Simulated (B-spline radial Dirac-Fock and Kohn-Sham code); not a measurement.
**Two-hole binding energies of P⁵⁺**

System: P⁵⁺ in the configuration [He] 2s2 2p6.

The computed values come from a radial B-spline solver: multi-electron Dirac-Fock with separately optimised hole states, Breit and Lamb-shift corrections added in first order. U is the two-hole binding energy less the two single-hole energies, the effective repulsion of the holes after relaxation. Each two-hole energy is an average over J within one jj subconfiguration.

| holes | E(a) (eV) | E(b) (eV) | E(ab) (eV) | U (eV) |
| --- | --- | --- | --- | --- |
| 1s⁻² | 2238.5 | 2238.5 | 4689.3 | 212.2 |
| 1s⁻¹ 2p1/2⁻¹ | 2238.5 | 219.7 | 2518.6 | 60.3 |
| 1s⁻¹ 2p3/2⁻¹ | 2238.5 | 218.8 | 2517.3 | 60.0 |
| 2s⁻² | 277.6 | 277.6 | 599.8 | 44.6 |
| 2s⁻¹ 2p1/2⁻¹ | 277.6 | 219.7 | 538.1 | 40.8 |
| 2s⁻¹ 2p3/2⁻¹ | 277.6 | 218.8 | 537.2 | 40.7 |
| 2p1/2⁻² | 219.7 | 219.7 | 487.8 | 48.3 |
| 2p1/2⁻¹ 2p3/2⁻¹ | 219.7 | 218.8 | 484.2 | 45.6 |
| 2p3/2⁻² | 218.8 | 218.8 | ? | ? |

Question: Give the missing two-hole energy and U.

Answer: E(ab) = 484.1 eV and U = 46.4 eV.
